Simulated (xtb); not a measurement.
chlorotrifluoromethane (CClF3), singlet, geometry from GFN2-xTB; GFN0-xTB in xtb.

xtb was given this input:
```
$ xtb mol.xyz --gfn 0 --etemp 10 --json

# file mol.xyz
5

F     -0.86134566    -0.63254016    -1.02874238
C     -0.35035604    -0.00774362     0.01889747
F     -0.84407447     1.21875581     0.05006863
F     -0.74576507    -0.64039210     1.11088556
Cl     1.42134135     0.03141469    -0.07666418
```

**Question.** Predict the main parts of the log of this xtb run.

**Answer.** 
```
   ID    Z sym.   atoms
    1    9 F      1, 3, 4
    2    6 C      2
    3   17 Cl     5

           -------------------------------------------------
          |                Calculation Setup                |
           -------------------------------------------------

           -------------------------------------------------
          |                 G F N 0 - x T B                 |
           -------------------------------------------------

          ...................................................
          :                      SETUP                      :
          :.................................................:
          :  # basis functions                  26          :
          :  # atomic orbitals                  25          :
          :  # shells                           11          :
          :  # electrons                        32          :
          :  electronic temp.           10.0000000     K    :
          :  accuracy                    1.0000000          :
          :  -> integral cutoff          0.2500000E+02      :
          :  -> integral neglect         0.1000000E-07      :
          ...................................................

         :::::::::::::::::::::::::::::::::::::::::::::::::::::
         ::                     SUMMARY                     ::
         :::::::::::::::::::::::::::::::::::::::::::::::::::::
         :: total energy             -18.002554467266 Eh    ::
         :: gradient norm              0.023975370819 Eh/a0 ::
         :: HOMO-LUMO gap              6.137453976095 eV    ::
         ::.................................................::
         :: H0 energy                -17.945434553101 Eh    ::
         :: repulsion energy           0.056325285872 Eh    ::
         :: electrostat energy        -0.078377034337 Eh    ::
         :: -> Gsolv                   0.000000000000 Eh    ::
         ::    -> Gsasa                0.000000000000 Eh    ::
         ::    -> Gshift               0.000000000000 Eh    ::
         :: dispersion energy         -0.001022017738 Eh    ::
         :: short-range corr.         -0.034046147962 Eh    ::
         :: add. restraining           0.000000000000 Eh    ::
         :: total charge               0.000000000000 e     ::
         :::::::::::::::::::::::::::::::::::::::::::::::::::::

           -------------------------------------------------
          |                Property Printout                |
           -------------------------------------------------

    * Orbital Energies and Occupations

         #    Occupation            Energy/Eh            Energy/eV
      -------------------------------------------------------------
         1        2.0000           -0.9710289             -26.4230
       ...           ...                  ...                  ...
         4        2.0000           -0.8126213             -22.1126
         5        2.0000           -0.5484156             -14.9231
         6        2.0000           -0.4997100             -13.5978
         7        2.0000           -0.4885244             -13.2934
         8        2.0000           -0.4885244             -13.2934
         9        2.0000           -0.4510616             -12.2740
        10        2.0000           -0.4510616             -12.2740
        11        2.0000           -0.4394472             -11.9580
        12        2.0000           -0.4394472             -11.9580
        13        2.0000           -0.4350016             -11.8370
        14        2.0000           -0.4343534             -11.8194
        15        2.0000           -0.4343534             -11.8194
        16        2.0000           -0.4324474             -11.7675 (HOMO)
        17                         -0.2069001              -5.6300 (LUMO)
        18                         -0.0804502              -2.1892
        19                         -0.0804502              -2.1892
        20                         -0.0645414              -1.7563
        21                         -0.0645414              -1.7563
        22                          0.0888126               2.4167
        23                          0.1491224               4.0578
        24                          0.1491224               4.0578
        25                          0.1657366               4.5099
      -------------------------------------------------------------
                  HL-Gap            0.2255473 Eh            6.1375 eV
             Fermi-level            0.0000000 Eh            0.0000 eV

     #   Z          covCN         q      C6AA      α(0)
     1   9 F        0.816    -0.241    11.719     3.943
     2   6 C        3.241     0.842    14.923     6.249
     3   9 F        0.816    -0.241    11.719     3.943
     4   9 F        0.816    -0.241    11.719     3.943
     5  17 Cl       0.964    -0.118   100.849    15.351

 Mol. C6AA /au·bohr⁶  :        573.259395
 Mol. C8AA /au·bohr⁸  :      16131.235866
 Mol. α(0) /au        :         33.429758

Wiberg/Mayer (AO) data.
largest (>0.10) Wiberg bond orders for each atom

 ---------------------------------------------------------------------------
     #   Z sym  total        # sym  WBO       # sym  WBO       # sym  WBO
 ---------------------------------------------------------------------------
     1   9 F    1.036 --     2 C    0.924
     2   6 C    3.649 --     1 F    0.924     3 F    0.924     4 F    0.924
                             5 Cl   0.877
     3   9 F    1.036 --     2 C    0.924
     4   9 F    1.036 --     2 C    0.924
     5  17 Cl   1.017 --     2 C    0.877
 ---------------------------------------------------------------------------

Topologies differ in total number of bonds
Writing topology from bond orders to xtbtopo.mol

 dipole moment from electron density (au)
     X       Y       Z
   0.0882   0.0019  -0.0048  total (Debye):    0.224

           -------------------------------------------------
          | TOTAL ENERGY              -18.002554467266 Eh   |
          | GRADIENT NORM               0.023975370819 Eh/α |
          | HOMO-LUMO GAP               6.137453976095 eV   |
           -------------------------------------------------

normal termination of xtb
```
